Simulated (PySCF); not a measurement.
C7H6N2Se2.
SMILES with atom numbers: `[CH3:1][Se:2][c:3]1[cH:4][cH:5][c:6]2[se:7][n:8][n:9][c:10]2[cH:11]1` (hydrogens: H12, H13, H14 on C1; H15 on C4; H16 on C5; H17 on C11)

Computed with PBE0-D3(BJ)/def2-SVP geometry optimisation, gas phase in PySCF.

(1) List the bond lengths, angles and torsions at this level.

Answers

(1) 
```json
{"bond": "C1–Se2", "length (bohr)": "3.653", "order": "single"}
{"bond": "Se2–C3", "length (bohr)": "3.591", "order": "single"}
{"bond": "C3–C4", "length (bohr)": "2.673", "order": "aromatic"}
{"bond": "C4–C5", "length (bohr)": "2.616", "order": "aromatic"}
{"bond": "C5–C6", "length (bohr)": "2.649", "order": "aromatic"}
{"bond": "C6–Se7", "length (bohr)": "3.494", "order": "aromatic"}
{"bond": "Se7–N8", "length (bohr)": "3.673", "order": "aromatic"}
{"bond": "N8–N9", "length (bohr)": "2.332", "order": "aromatic"}
{"bond": "N9–C10", "length (bohr)": "2.610", "order": "aromatic"}
{"bond": "C10–C11", "length (bohr)": "2.649", "order": "aromatic"}
{"bond": "C3–C11", "length (bohr)": "2.623", "order": "aromatic"}
{"bond": "C6–C10", "length (bohr)": "2.671", "order": "aromatic"}
{"bond": "C1–H12, C1–H13, C1–H14", "length (bohr)": "2.076", "order": "single"}
{"bond": "C4–H15", "length (bohr)": "2.067", "order": "single"}
{"bond": "C5–H16", "length (bohr)": "2.062", "order": "single"}
{"bond": "C11–H17", "length (bohr)": "2.059", "order": "single"}
```

Bonds in one row agree within 0.02 bohr and their mean is given. Orders are formal, as drawn. A selection of angles:
```json
{"angle": "C1–Se2–C3", "degrees": "99.9"}
{"angle": "Se2–C3–C4", "degrees": "116.5"}
{"angle": "Se2–C3–C11", "degrees": "124.0"}
{"angle": "C4–C3–C11", "degrees": "119.5"}
{"angle": "C3–C4–C5", "degrees": "121.9"}
{"angle": "C4–C5–C6", "degrees": "119.1"}
{"angle": "C5–C6–Se7", "degrees": "131.8"}
{"angle": "C5–C6–C10", "degrees": "119.0"}
{"angle": "Se7–C6–C10", "degrees": "109.2"}
{"angle": "C6–Se7–N8", "degrees": "85.7"}
{"angle": "Se7–N8–N9", "degrees": "111.3"}
{"angle": "N8–N9–C10", "degrees": "118.7"}
{"angle": "N9–C10–C11", "degrees": "123.2"}
{"angle": "C6–C10–N9", "degrees": "115.1"}
{"angle": "C6–C10–C11", "degrees": "121.7"}
{"angle": "C3–C11–C10", "degrees": "118.9"}
```

Torsions: C1–Se2–C3–C4 180° (antiperiplanar).

The C–C distances run from 1.384 Å (C4–C5, aromatic) to 1.415 Å (C3–C4, aromatic), a spread of 0.031 Å. The 5-membered ring C6–Se7–N8–N9–C10 has internal angles of 85.7° to 118.7° (sum 540°, against 540° for a flat polygon); it is planar, 0.00 Å rms from its mean plane, widest ring torsion 0°. The 11 heavy atoms lie in one plane (0.001 Å rms). The C–Se distances run from 1.849 Å (C6–Se7, aromatic) to 1.933 Å (C1–Se2, drawn single), a spread of 0.084 Å. The 6-membered ring C3–C4–C5–C6–C10–C11 has internal angles of 118.9° to 121.9° (sum 720°, against 720° for a flat polygon); it is planar, 0.00 Å rms from its mean plane, widest ring torsion 0°. Of the pairs four or more bonds apart, C1···H17 is among the closest relative to their van der Waals radii: 2.60 Å, 89 % of the sum of Bondi's values.

Point group: Cs (every atom within 0.08 Å of its image). Whether it is a minimum is left open (no frequencies). One conformer, not necessarily the lowest.
